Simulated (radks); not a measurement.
Values are calculated unless marked as measured or tabulated.
Species: Ga5+. Configuration: [Ar] 3d8. Level of theory: scalar-relativistic Kohn-Sham, r2SCAN, spin-polarised, spherical densities, finite nucleus; open shells are filled with parallel spins first; meta-GGA in the generalised Kohn-Sham scheme; Fermi nuclear charge, rms radius 3.9973 fm (a radial shooting solver on a logarithmic mesh with Libxc functionals).

Normalised radial functions P(r) = r R(r), r in bohr:

```
   r/bohr * 3s up (the largest magnitude, 1.4, reaches the edge; | marks zero)
 0.005886                             |   *
  0.00669                             |    *
 0.007604                             |    *
 0.008642                             |     *
 0.009822                             |     *
  0.01116                             |      *
  0.01279                             |      *
  0.01454                             |      *
  0.01652                             |       *
  0.01878                             |       *
  0.02134                             |       *
  0.02426                             |       *
  0.02757                             |       *
  0.03133                             |       *
  0.03561                             |      *
  0.04047                             |     *
    0.046                             |    *
   0.0527                             |  *
   0.0599                             |*
  0.06808                           * |
  0.07737                         *   |
  0.08794                      *      |
  0.09995                   *         |
   0.1136                 *           |
   0.1291               *             |
   0.1467              *              |
   0.1668               *             |
   0.1911                 *           |
   0.2172                     *       |
   0.2468                          *  |
   0.2805                             |  *
   0.3188                             |        *
   0.3624                             |               *
   0.4118                             |                    *
   0.4681                             |                        *
    0.532                             |                          *
   0.6046                             |                          *
   0.6872                             |                        *
   0.7873                             |                    *
   0.8948                             |                *
    1.017                             |           *
    1.156                             |       *
    1.314                             |    *
    1.493                             |  *
    1.697                             |*
    1.929                             |*
    2.192                             *
    2.491                             *
    2.854                             *
    3.244                             *
    3.687                             *
    4.191                             *
    4.763                             *
    5.413                             *
```

3s up: eigenvalue -239.12 eV, 2 radial nodes at r = 0.0629, 0.266 bohr, <r> = 0.639 bohr, 90 % of the charge inside 0.952 bohr.
